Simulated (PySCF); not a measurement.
PP3SSSe nortricyclane, P4S2Se.
Bonds: P1–S2, P1–S5, P1–Se7, S2–P3, P3–P4, P3–P6, P4–S5, P4–P6, P6–Se7.

A GFN2-xTB structure was refined with PBE0-D3(BJ)/def2-SVP geometry optimisation, gas phase in PySCF. Its GFN2-xTB values:

```tsv
coordinate	GFN2-xTB
P1–S2	2.224 Å
P1–Se7	2.243 Å
S2–P3	2.163 Å
P3–P4	2.209 Å
P3–P6	2.236 Å
P6–Se7	2.311 Å
P1–S2–P3	105.4°
P1–Se7–P6	98.5°
S2–P1–S5	94.5°
S2–P1–Se7	98.3°
S2–P3–P4	99.2°
S2–P3–P6	103.1°
P3–P6–Se7	106.3°
P4–P3–P6	59.2°
S2–P1–Se7–P6	-49°
S2–P3–P4–S5	1°
S2–P3–P6–P4	93°
P3–P4–S5–P1	-33°
```

Problem. How do these coordinates change at the PBE0-D3(BJ)/def2-SVP level?

Solution. 
```csv
coordinate,PBE0-D3(BJ)/def2-SVP (Å or °),change
P1–S2,2.119,-0.105
P6–Se7,2.243,-0.068
S2–P3,2.114,-0.049
P3–P4,2.255,+0.046
P1–Se7,2.263,+0.020
P3–P6,2.254,+0.018
S2–P1–S5,99.3,+4.8
S2–P3–P4,103.3,+4.1
P3–P6–Se7,104.0,-2.3
S2–P3–P6,104.9,+1.8
P1–S2–P3,103.7,-1.7
S2–P1–Se7,99.5,+1.2
P4–P3–P6,60.0,+0.8
P1–Se7–P6,98.1,-0.4
S2–P3–P6–P4,97,+4
P3–P4–S5–P1,-30,+3
S2–P1–Se7–P6,-51,-2
S2–P3–P4–S5,0,-1
```

The energy falls by 24.8 kJ/mol over 6 energy and gradient evaluations, the largest force component goes from 0.0319 to 3.2e-04 Eh/bohr, and the atoms move by 0.064 Å rms after alignment. The bond that changes most is P1–S2 (ends: phosphorus bonded to 2 S and Se; sulfur bonded to 2 P), which shortens by 0.105 Å. Bonds longer at the end by more than 0.005 Å: 5 of 9; shorter: 4. Rotational constants go from 930.3, 719.3, 659.5 to 920.3, 728.7, 672.3 MHz.

The run used 140 basis functions and 45 SCF cycles in all. The run took 76 s on one thread, Arm Neoverse V2 (aarch64), on a shared host, and the process peaked at 0.64 GiB of memory.

No frequency check. The numbers are those of one conformer.
